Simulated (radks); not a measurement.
The selenium anion Se2-, [Kr], held by a Watson sphere: a shell of charge +2.4 at radius R that stands for the Madelung well of a crystal (potential energy -2.4/R inside, -2.4/r outside, in hartree with lengths in bohr). Method: scalar-relativistic Kohn-Sham, r2SCAN, spin-polarised, spherical densities, finite nucleus; meta-GGA in the generalised Kohn-Sham scheme; Fermi nuclear charge, rms radius of each element as measured or else 0.836 A^(1/3) + 0.57 fm; computed with a radial shooting solver on a logarithmic mesh with Libxc functionals.

| R (bohr) | e(3d) (eV) | e(4s) (eV) | e(4p) (eV) | <r> 4p (bohr) | sum of <r^2> (bohr^2) | X-ray form factor at sin(theta)/lambda = 0.2 1/angstrom |
|---|---|---|---|---|---|---|
| 2.23 | -56.071 | -22.755 | -11.821 | 2.221 | 50.36 | 27.263 |
| 2.64 | -55.077 | -21.171 | -10.710 | 2.335 | 54.54 | 27.072 |
| 3.19 | -54.073 | -19.421 | -9.270 | 2.471 | 59.84 | 26.929 |
| 3.3 | -53.888 | -19.117 | -8.999 | 2.496 | 60.84 | 26.912 |
| 3.44 | -53.658 | -18.750 | -8.664 | 2.526 | 62.10 | 26.895 |
| 4.5 | -52.087 | -16.549 | -6.509 | 2.719 | 70.86 | 26.858 |
